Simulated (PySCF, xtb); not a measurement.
Ti(Cl)(OH)(Me)2 (C₂H₇ClOTi), SMILES [CH3][Ti]([Cl])([OH])[CH3], multiplicity 1.

GFN2-xTB (xtb) at its own geometry gives an orbital gap of 2.10 eV and a dipole moment of 3.51 D.

The structure is a stationary point at PBE0-D3(BJ)/def2-SVP. The multiplicity is an assumed one; other spin states were not compared. One conformer was computed; it need not be the lowest.

Problem. What does B3LYP/def2-TZVP in PySCF give? (The exact figures need the calculation; the answer reports its results.)

Solution. gap 5.54 eV (levels -7.69 and -2.15 eV), dipole 1.91 D.
